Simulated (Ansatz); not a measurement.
`C[Si]F` + `[SH][Sn][SH]` → `C[S][Sn][SH]` + `F[SiH]`  (substitution at a C–Si bond)

Calculated with Ansatz (gas phase, PBE0-D4/def2-TZVP geometries, no zero-point term in ΔE). CCSD(T)/CBS is the MP2 limit (def2-TZVPP, def2-QZVPP) plus CCSD(T) − MP2 in def2-TZVPP, frozen cores. This one scheme is used for every species. Functionals use def2-TZVPP. B3LYP here is the variant with VWN-RPA as its local correlation; programs differ in this. def2 core potentials past Kr. For Sn outer-core shells are correlated without core-valence functions, which leaves a few kJ/mol of doubt a bond. Each species was taken in one conformer, which may not be the lowest.

```csv
level,ΔE (kJ/mol),difference from CCSD(T)/CBS
PBE-D4,69.8,0.9
r2SCAN-D4,75.3,6.4
PBE0-D4,71.3,2.4
B3LYP-D4,68.0,-0.9
ωB97X-V,70.6,1.7
ωB97M-V,73.3,4.4
PBE,73.6,4.7
B3LYP,74.1,5.2
SCS-MP2/def2-TZVPP,66.1,-2.8
CCSD/def2-TZVPP,70.4,1.5
CCSD(T)/def2-TZVPP,68.6,-0.3
MP2/def2-QZVPP,68.5,-0.4
SCS-MP2/def2-QZVPP,66.5,-2.4
HF/CBS(def2),72.7,3.8
MP2/CBS(def2),68.4,-0.5
CCSD/CBS(def2),70.6,1.7
CCSD(T)/CBS,68.9,0
```

Largest T1 diagnostic among the species: 0.016.

In def2-TZVPP, CCSD(T) changes the Hartree–Fock value by −3.6 kJ/mol (the triples alone add −1.8 kJ/mol) and MP2 by −4.1 kJ/mol. The D4 term adds −6.1 kJ/mol with B3LYP and −3.4 kJ/mol with PBE0; it sums over pairs of atoms, weighted by their polarisabilities, and B3LYP, whose exchange is more repulsive, gets the larger term.
